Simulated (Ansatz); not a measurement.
`C=C[SiH2]CN`, charge 0, multiplicity 1.

(1) Give a relaxed structure at PBE0-D4/def2-TZVP (the Gaussian-basis code of Ansatz). (Best estimate.)

## Answers

(1) Computed: 
Z-matrix (Å, degrees):
```
Si
C 1 1.863
C 1 1.891 2 110.8
H 1 1.492 2 108.0 3 -123.2
H 1 1.493 2 109.4 3 118.2
C 2 1.331 1 123.2 3 117.6
H 2 1.090 1 119.2 3 -62.1
N 3 1.467 1 114.7 2 59.8
H 3 1.095 1 109.7 2 -62.6
H 3 1.095 1 109.6 2 -177.7
H 6 1.087 2 121.6 1 0.9
H 6 1.087 2 122.3 1 -179.4
H 8 1.013 3 110.6 1 -61.8
H 8 1.013 3 110.6 1 56.3
```
This is one stationary point; other conformers may exist.
